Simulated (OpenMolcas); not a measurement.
Xe VI: effect of the basis set

```
Program             : OpenMolcas
Method              : MS-RASPT2, IPEA 0.25 Eh, imaginary shift 0.1 Eh (closed shells correlated: 4d)
Active space        : 3 electrons in 9 orbitals (RAS2 5s 5p; RAS3 5d, at most 2 electrons)
State averaging     : 2S+1 = 4 odd, 1 root; 2S+1 = 2 odd, 11 roots; 2S+1 = 4 even, 3 roots; 2S+1 = 2 even, 9 roots
Spin-orbit coupling : RASSI with atomic mean-field integrals over the reference wave functions, term energies averaged over their components
```

A. ANO-R2 [7s6p4d2f1g], X2C, finite nucleus; CASPT2 step of the order of 9 core-seconds
B. ANO-RCC-VTZP [7s6p4d2f1g], DKH2, point nucleus; CASPT2 step roughly 19 core-seconds
C. ANO-RCC-VQZP [8s7p5d3f2g], DKH2, point nucleus; CASPT2 step of the order of 18 core-seconds
D. ANO-RCC [10s9p8d5f3g], DKH2, point nucleus; CASPT2 step about 40 core-seconds

Energies in cm-1 above 5s2 5p 2P* 1/2, the measured ground level; measured values from Saloman, J. Phys. Chem. Ref. Data 33, 765 (2004).

```tsv
Level	A	B	C	D	Measured
5s2 5p 2P* 1/2	0.0	0.0	0.0	0.0	0.0
5s2 5p 2P* 3/2	13820	13780	13530	13730	15599
5s 5p2 4P 1/2	92480	92590	93010	92920	92586
5s 5p2 4P 3/2	99140	99220	99490	99530	100378
5s 5p2 4P 5/2	105530	105620	105720	105850	107205
5s 5p2 2D 3/2	123780	124120	124060	124070	124870
5s 5p2 2D 5/2	127060	127350	127210	127330	129230
5s 5p2 2P 1/2 [68 %]	140500	141340	140930	140850	141837
5s 5p2 2P 3/2	155180	156090	155540	155640	159112
5s 5p2 2S 1/2 [66 %]	155240	155920	155300	155370	157996
```

Deviations, from unrounded energies. A percentage is the sum of absolute deviations over the sum of measured energies, with the sign that they share, or ± where signs differ.

```tsv
Against measurement	Levels	A	B	C	D
mean absolute deviation (cm-1)	9	1800	1400	1700	1600
fine structure of the ground term (%)	1	-11.4	-11.6	-13.3	-12.0
other configurations (%)	8	-1.4	±1.1	±1.3	±1.2
```

B lies closest to measurement on these levels and A furthest from it. The largest miss of B in the table is 5s 5p2 2P 3/2, by -3000 cm-1. The ranking rests on the paired levels alone, and a cruder setting can come out closer through cancelling errors.

Among A to D the level of the table that moves most is 5s 5p2 2P 3/2, by 910 cm-1 (lowest in A, highest in B). Moves below CASPT2's spread within the term are not significant.

CASPT2 does not keep the components of a term degenerate, so their means are used; among the terms shown or strongly mixed into the levels shown the widest spread is 85 cm-1 (5s 5p2 2D, D). Active for correlation alone: 5d; no level in the range computed is led by a configuration that fills it, so any true level of that kind is missing. Measured partners are found by configuration, term and J. A level has none where our copy of the source lacks it or the pairing is in doubt (some pairs that miss far off the trend of their configuration count as doubtful), and it then counts in no deviation. Levels of configurations outside the active space are missing. Levels that lie high or do not pair safely by name in every column are left out.

A share in square brackets marks a mixed level and gives the weight of the term that names it, the lowest over the columns. * marks odd parity.
